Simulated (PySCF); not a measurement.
## NMR data sheet: C₈H₁₀FOP

* Formula: C8H10FOP
* SMILES: CP(C)(=O)c1ccc(F)cc1
* Point group of the computed structure: Cs
* Carbon signals: 5
* Proton signals: 3

Numbering as in the mapped SMILES `[CH3:1][P:2]([CH3:3])(=[O:4])[c:5]1[cH:6][cH:7][c:8]([F:9])[cH:10][cH:11]1`; H(Xn) means a hydrogen on atom n.

- shieldings: GIAO PBE0/pcSseg-1
- GFN2-xTB geometry
- code: PySCF
- fast rotation and ring inversion assumed for equivalent nuclei, in vacuum, one conformer, relativity neglected

Chemical shifts δ = σref − σ; ¹H and ¹³C against TMS; CFCl3 for ¹⁹F; H3PO4 for ³¹P; ¹⁷O against H2O, all at this level.

| carbon | δC, type | δH (multiplicity) | HMBC from (2–3 bonds) | span of the C tensor (ppm) |
| --- | --- | --- | --- | --- |
| C1/C3 | 22.1, CH3 | 1.49 (m) | H(C1)/H(C3) | 37 |
| C5 | 138.0, C | – | H(C6)/H(C11), H(C7)/H(C10), H(C1)/H(C3) | 203 |
| C6/C11 | 138.0, CH | 7.95 (m) | H(C6)/H(C11), H(C7)/H(C10) | 238 |
| C7/C10 | 121.2, CH | 7.44 (m) | H(C6)/H(C11), H(C7)/H(C10) | 189 |
| C8 | 175.0, C | – | H(C6)/H(C11), H(C7)/H(C10) | 159 |

Other nuclei:
```csv
atoms,nucleus,environment,δ (ppm),σ (ppm)
F9,¹⁹F,aryl fluorine,-110.2,281.1
P2,³¹P,"phosphorus bonded to 3 C, O",1.9,316.5
O4,¹⁷O,P=O oxygen,93.3,242.7
```

δC 175.0: aromatic carbon bearing fluorine; the electronegative substituent deshields the carbon that carries it. δC 138.0, 121.2: aromatic CH. δC 138.0: substituted aromatic carbon. δH 7.95, 7.44: hydrogen on an aromatic CH; it sits in the deshielding region of the aromatic ring current. δH 1.49: hydrogen on a methyl carbon bonded to P.

Splittings by ¹⁹F and ³¹P in the carbon and heteronuclear signals aren't shown, as no couplings were computed. Shifts are as computed. Against solution values, carbons near 30 ppm lie about +3 ppm off and those near 130 ppm about +5 ppm. Of 1211 compounds with measured shifts, 218 miss one by over three times the rms of a fit or turn the order of signals round; such compounds aren't used in these exercises. Unscaled 19F shifts against computed CFCl3 carry errors that often reach 10 to 50 ppm. Experimental scales use liquid or dissolved standards, which lie at an offset from isolated H2O (liquid H2O: subtract about 36 ppm) and H3PO4. Multiplicities follow the n + 1 count of equivalent neighbours, as no J values were calculated; m marks all less simple cases, F and P coupling included.
